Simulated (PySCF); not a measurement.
## Tin: a sound run and one with changed settings

Sound run: Sn²⁺ [Kr] 4d10 5s2, Sn³⁺ [Kr] 4d10 5s1. All numbers are calculated (PySCF 2.14, scalar relativity through the core potential, in def2-TZVP with the def2 core potential (28 electrons) (6s5p3d2f, 50 functions)). In the sound run the correlated levels freeze 4s2 4p6 4d10 outside the core potential. The sound run starts from symmetry-adapted Hartree-Fock orbitals and uses a fine grid where one is needed.

Changed run: all electrons correlated in a basis built for the valence shell.

| species | method | sound run (hartree) | changed run (hartree) | converged |
| --- | --- | --- | --- | --- |
| Sn²⁺ | MP2 | -212.60775 | -212.88484 | yes |
| Sn³⁺ | MP2 | n/a | -211.76985 | yes |

Ionisation energy of Sn²⁺:

```json
{"method": "UHF", "sound run (eV)": "28.536", "changed run (eV)": "28.536"}
{"method": "MP2", "sound run (eV)": "29.217", "changed run (eV)": "30.340"}
{"method": "SCS-MP2", "sound run (eV)": "29.354", "changed run (eV)": "30.294"}
```

A valence basis has no tight correlating functions, so it recovers only part of the core correlation, and not evenly between atom and ion.

For comparison, NIST gives 30.506 eV between the lowest levels.
